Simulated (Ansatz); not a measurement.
Reactions of GaH7N2Sn (`[NH2][GaH][NH][SnH3]`).

Computed with Ansatz on PBE0-D4/def2-TZVP structures; ΔE is electronic, products minus reactants. CCSD(T)/CBS is the MP2 limit (def2-TZVPP, def2-QZVPP) plus CCSD(T) − MP2 in def2-TZVPP, frozen cores. This one scheme is used for every species, atoms too. For atomizations the MP2-based limit and the directly extrapolated one differ by several kJ/mol either way, and by 10 to 25 for some Ge, Se and Sn compounds, so smaller differences from it don't rank the levels. Functionals use def2-TZVPP. No spin–orbit coupling; open shells (•) take unrestricted orbitals. Spin–orbit coupling would lower the free atoms: clearly for Ga; strongly for Sn. def2 core potentials past Kr. Bonds to Br, Ga, Sn are less sure, by a few kJ/mol each and by 10 to 20 or more in all where they break to atoms, as the def2 sets lack core-valence functions. Scalar relativity is left out up to krypton. One conformer a species, not always the lowest.

```tsv
reaction	CCSD(T)/CBS(def2) (kJ/mol)
`[NH2][GaH][NH][SnH3]` + CH₃SH → `C[S][SnH3]` + `[NH2][GaH][NH2]`	-49
`[NH2][GaH][NH][SnH3]` + `FC[SiH3]` → `FC[SiH2][SnH3]` + `[NH2][GaH][NH2]`	-21
`[NH2][GaH][NH][SnH3]` + `[F][GaH][Br]` → `[F][Ga]([Br])[SnH3]` + `[NH2][GaH][NH2]`	?
`[NH2][GaH][NH][SnH3]` → Ga• + 7 H• + 2 N• + Sn•	3114
```

(1) Fill in the missing values. (An estimate is asked.)

Largest T1 diagnostic: 0.014, for `[NH2][GaH][NH][SnH3]`.

Results:

(1) Computed: `[NH2][GaH][NH][SnH3]` + `[F][GaH][Br]` → `[F][Ga]([Br])[SnH3]` + `[NH2][GaH][NH2]`: -61.1 kJ/mol.
